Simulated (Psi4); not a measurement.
Psi4 input (wB97X-D/6-311+G**):

```
memory 1500 MB

molecule {
0 2
F     1.56595000   -0.93385500    0.43049400
Si    0.81184100    0.25041900   -0.37415200
Si   -1.49693200    0.19866500    0.06642200
H     1.47057200    1.52453300    0.03285500
H    -1.80922100    0.32584600    1.51231600
H    -2.09821900    1.33742000   -0.66887800
H    -2.06540400   -1.07028400   -0.44250400
symmetry c1
no_reorient
no_com
}

set {
  basis 6-311+G**
  reference uks
  scf_type pk
  dft_radial_points 99
  dft_spherical_points 590
  e_convergence 1e-8
  d_convergence 1e-7
  maxiter 150
}

e = energy('wb97x-d')
print_out(f'\nFINAL {e:.10f} DIPOLE {variable("CURRENT DIPOLE")[0]:.6f} {variable("CURRENT DIPOLE")[1]:.6f} {variable("CURRENT DIPOLE")[2]:.6f}\n')
```

Output:

```
   => Loading Basis Set <=

    Name: 6-311+G**
    Role: ORBITAL
    Keyword: BASIS
    atoms 1   entry F          line   192 file 6-311pgss.gbs
    atoms 2-3 entry SI         line   351 file 6-311pgss.gbs
    atoms 4-7 entry H          line    42 file 6-311pgss.gbs

   => WB97X-D: Empirical Dispersion <=

    Chai and Head-Gordon Dispersion Correction
    Chai, J.-D.; Head-Gordon, M. (2010), J. Chem. Phys., 132: 6615-6620

        s6 =       1.000000

         ---------------------------------------------------------
                                   SCF
               by Justin Turney, Rob Parrish, Andy Simmonett
                          and Daniel G. A. Smith
                              UKS Reference
         ---------------------------------------------------------

  ==> Geometry <==

    Molecular point group: c1
    Full point group: C1

    Geometry (in Angstrom), charge = 0, multiplicity = 2:

       Center              X                  Y                   Z               Mass
    ------------   -----------------  -----------------  -----------------  -----------------
         F            1.565950000000    -0.933855000000     0.430494000000    18.998403162730
         SI           0.811841000000     0.250419000000    -0.374152000000    27.976926534650
         SI          -1.496932000000     0.198665000000     0.066422000000    27.976926534650
         H            1.470572000000     1.524533000000     0.032855000000     1.007825032230
         H           -1.809221000000     0.325846000000     1.512316000000     1.007825032230
         H           -2.098219000000     1.337420000000    -0.668878000000     1.007825032230
         H           -2.065404000000    -1.070284000000    -0.442504000000     1.007825032230

  Running in c1 symmetry.

  Rotational constants: A =      0.59522  B =      0.11007  C =      0.09740 [cm^-1]
  Rotational constants: A =  17844.35803  B =   3299.67142  C =   2919.91167 [MHz]
  Nuclear repulsion =  141.440523257166745

  Charge       = 0
  Multiplicity = 2
  Electrons    = 41
  Nalpha       = 21
  Nbeta        = 20

  ==> Algorithm <==

  SCF Algorithm Type is PK.
  DIIS enabled.
  MOM disabled.
  Fractional occupation disabled.
  Guess Type is SAD.
  Energy threshold   = 1.00e-08
[...]
      91A      3.921751    92A      4.197340    93A      5.602356
      94A      5.663581    95A      6.404602    96A      6.426991
      97A      6.453507    98A     11.399540    99A     11.453272
     100A     11.517102   101A     11.541634   102A     11.544305
     103A     11.548217   104A     66.922523   105A    141.081572
     106A    141.186120

    Beta Occupied:

       1A    -66.301875     2A    -66.263710     3A    -24.798689
       4A     -5.433024     5A     -5.400402     6A     -3.779685
       7A     -3.775507     8A     -3.773917     9A     -3.744460
      10A     -3.744120    11A     -3.743942    12A     -1.290287
      13A     -0.667448    14A     -0.617068    15A     -0.539811
      16A     -0.526634    17A     -0.505506    18A     -0.446764
      19A     -0.445320    20A     -0.386653

    Beta Virtual:

      21A     -0.053986    22A      0.042248    23A      0.057999
      24A      0.067139    25A      0.085991    26A      0.087582
      27A      0.092347    28A      0.096467    29A      0.106791
      30A      0.121262    31A      0.132309    32A      0.138062
      33A      0.154971    34A      0.170609    35A      0.203404
      36A      0.296141    37A      0.322803    38A      0.324491
      39A      0.331578    40A      0.343536    41A      0.348544
      42A      0.357766    43A      0.361023    44A      0.384802
      45A      0.420844    46A      0.437897    47A      0.454649
      48A      0.488706    49A      0.498718    50A      0.552053
      51A      0.590239    52A      0.614857    53A      0.642424
      54A      0.707024    55A      0.731853    56A      0.767986
      57A      0.859454    58A      0.930603    59A      0.932965
      60A      0.987368    61A      1.035149    62A      1.258297
      63A      1.265934    64A      1.284745    65A      1.305627
      66A      1.351192    67A      1.359134    68A      1.388907
      69A      1.419244    70A      1.423635    71A      1.477267
      72A      1.496604    73A      1.528456    74A      1.578266
      75A      1.613856    76A      1.690333    77A      1.693639
      78A      1.723838    79A      1.966883    80A      2.046299
      81A      2.098186    82A      2.185785    83A      2.188257
      84A      2.652971    85A      2.669724    86A      2.691039
      87A      2.775095    88A      3.871130    89A      3.873079
      90A      3.914498    91A      3.923686    92A      4.201316
      93A      5.608110    94A      5.667414    95A      6.412025
      96A      6.429006    97A      6.455965    98A     11.407813
      99A     11.456481   100A     11.519258   101A     11.541930
     102A     11.544934   103A     11.550230   104A     66.924044
     105A    141.084453   106A    141.187035

    Final Occupation by Irrep:
              A
    DOCC [    20 ]
    SOCC [     1 ]
    NA   [    21 ]
    NB   [    20 ]

  @UKS Final Energy:  -681.23685792252911

   => Energetics <=

    Nuclear Repulsion Energy =            141.4405232571667455
    One-Electron Energy =               -1226.0464128502367203
    Two-Electron Energy =                 442.0781116955605512
    DFT Exchange-Correlation Energy =     -38.7070759586799369
    Empirical Dispersion Energy =          -0.0020040663396032
    VV10 Nonlocal Energy =                  0.0000000000000000
    Total Energy =                       -681.2368579225291114

  UHF NO Occupations:
  HONO-2 :   19  A 1.9998988
  HONO-1 :   20  A 1.9991151
  HONO-0 :   21  A 1.0000000
  LUNO+0 :   22  A 0.0008849
  LUNO+1 :   23  A 0.0001012
  LUNO+2 :   24  A 0.0000647
  LUNO+3 :   25  A 0.0000349

Computation Completed

Properties will be evaluated at   0.000000,   0.000000,   0.000000 [a0]

Properties computed using the SCF density matrix

 Multipole Moments:

 ------------------------------------------------------------------------------------
     Multipole            Electronic (a.u.)      Nuclear  (a.u.)        Total (a.u.)
 ------------------------------------------------------------------------------------

 L = 1.  Multiply by 2.5417464519 to convert [e a0] to [Debye]
 Dipole X            :         -0.4166952            0.0000076           -0.4166877
 Dipole Y            :          0.4373161           -0.0000076            0.4373086
 Dipole Z            :         -0.2410654            0.0000283           -0.2410371
 Magnitude           :                                                    0.6503586

 ------------------------------------------------------------------------------------

FINAL -681.2368579225 DIPOLE -0.416688 0.437309 -0.241037

*** Psi4 exiting successfully. Buy a developer a beer!
```

The geometry given is a B3LYP-D3(BJ)/def2-TZVP minimum.
